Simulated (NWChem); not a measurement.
C2H4O3S; SMILES C=CS(=O)(=O)O

```xyz
10

C      0.0347    -2.3140     0.0190
C      0.7343    -1.1753    -0.0565
S     -0.1082     0.3940    -0.1154
O     -1.5539     0.1757    -0.0047
O      0.4971     1.2077    -1.1872
O      0.4125     1.0520     1.3223
H     -1.0647    -2.2865     0.0827
H      0.5423    -3.2911     0.0178
H      1.8297    -1.0931    -0.1305
H      0.9647     1.8201     1.0591
```
Atoms are numbered in this order, from 1.

Computed with NWChem. Coordinates come from a PBE-D3(BJ)/def2-SVP optimisation.

Q: Estimate the computed values for Hartree-Fock/STO-3G. Quantities: highest occupied level (eV); orbital gap (eV); dipole (D).

A: 
| Quantity | Result |
|---|---|
| highest occupied level (eV) | -7.94 |
| orbital gap (eV) | 14.54 |
| dipole (D) | 3.32 |
